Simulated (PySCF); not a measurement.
## A computed series [MCl4]−

Computed with PySCF 2.14.0, BP86, def2-SVP on the ligands, density fitting, scalar-relativistic core potentials, no spin-orbit coupling, vacuum. Each member is relaxed from one template within its symmetry. Distances are means of the shortest metal–ligand contacts, charges and spins Mulliken's; removal energies are rigid, with the ligand's formal charge and no counterpoise, so too large; for an anion taken off a cation in vacuum most of it is the attraction of opposite charges, and multiply charged cations can part far more cheaply with an electron moved from ligand to metal. lcecp potentials hold a fixed number of 4f electrons in the core, out of states, spins and gaps.

Question: Order these by the M–Cl distance, lowest first.
A. Dy, lcecp-1-SVP with ECP55
B. Bi, def2-SVP with ECP60
C. Gd, lcecp-1-SVP with ECP53

Answer: A (2.540), C (2.566), B (2.634).

Question: What else do they give?

Answer: 
```json
{"metal": "Gd", "basis on the metal": "lcecp-1-SVP with ECP53", "point group": "Td", "M–Cl (Å)": "2.566", "charge on M (e)": "0.55", "removal of one Cl (eV)": "4.95", "strongest infrared band, degenerate modes summed (cm⁻¹)": "302", "unstable modes (below −25 cm⁻¹)": "0"}
{"metal": "Dy", "basis on the metal": "lcecp-1-SVP with ECP55", "point group": "Td", "M–Cl (Å)": "2.540", "charge on M (e)": "0.53", "removal of one Cl (eV)": "4.99", "strongest infrared band, degenerate modes summed (cm⁻¹)": "306", "unstable modes (below −25 cm⁻¹)": "0"}
{"metal": "Bi", "basis on the metal": "def2-SVP with ECP60", "point group": "Td", "M–Cl (Å)": "2.634", "charge on M (e)": "0.81", "removal of one Cl (eV)": "3.63", "strongest infrared band, degenerate modes summed (cm⁻¹)": "250", "unstable modes (below −25 cm⁻¹)": "0"}
```

One start shape was tried for each, so a minimum needn't be the lowest isomer.
